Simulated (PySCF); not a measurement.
PySCF input file for BHN, SMILES B=[N] (connectivity only; charge and spin as stated), charge -1, multiplicity 1, C-PCM-B3LYP/def2-TZVPD. Geometry optimised at B3LYP-D3(BJ)/def2-TZVPD. The multiplicity is an assumed one; other spin states were not compared. The isomer is the one that the SMILES or the coordinates give; other isomers of the formula were not compared.

```python
import numpy as np
from pyscf import gto, scf, dft
from pyscf.solvent import pcm

mol = gto.M(
    atom='''
    B     0.00000000    0.00000000    0.58820197
    N     0.00000000    0.00000000   -0.67336811
    H     0.00000000    0.00000000    1.77256687
    ''',
    basis='def2-TZVPD',
    charge=-1,
    spin=0,
    max_memory=1600,
    verbose=3,
)
mf = dft.RKS(mol, xc='b3lyp').density_fit(auxbasis='def2-universal-jkfit')
mf.grids.level = 3
mf.conv_tol = 1e-9
mf.max_cycle = 100
mf.kernel()
res = {}
for name, eps in {'water': 78.355, 'n-hexane': 1.8819, 'toluene': 2.3741}.items():
    s = mf.PCM()
    s.with_solvent.method, s.with_solvent.eps, s.with_solvent.lebedev_order = 'C-PCM', eps, 29
    s.kernel(mf.make_rdm1())
    res[name] = (s.e_tot, eps, s.dip_moment(), s.mo_energy, s.converged)
    print(f'{name}: electrostatic solvation free energy {(s.e_tot - mf.e_tot) * 627.509474:.3f} kcal/mol')
```

Log of the run:

```
converged SCF energy = -80.2336872247018

WARN: PCM is an experimental feature. It is still in testing.
Features and APIs may be changed in the future.

converged SCF energy = -80.3483729847688

WARN: System has nonzero charge -1; the dipole moment is origin-dependent.
Location of origin: [0. 0. 0.]

Dipole moment(X, Y, Z, Debye): -0.00000, -0.00000,  4.09213
water: electrostatic solvation free energy -71.966 kcal/mol

WARN: PCM is an experimental feature. It is still in testing.
Features and APIs may be changed in the future.

converged SCF energy = -80.2867743954534

WARN: System has nonzero charge -1; the dipole moment is origin-dependent.
Location of origin: [0. 0. 0.]

Dipole moment(X, Y, Z, Debye):  0.00000, -0.00000,  3.09490
n-hexane: electrostatic solvation free energy -33.313 kcal/mol

WARN: PCM is an experimental feature. It is still in testing.
Features and APIs may be changed in the future.

converged SCF energy = -80.2995712055008

WARN: System has nonzero charge -1; the dipole moment is origin-dependent.
Location of origin: [0. 0. 0.]

Dipole moment(X, Y, Z, Debye): -0.00000,  0.00000,  3.28039
toluene: electrostatic solvation free energy -41.343 kcal/mol
```

Self-consistency was reached.
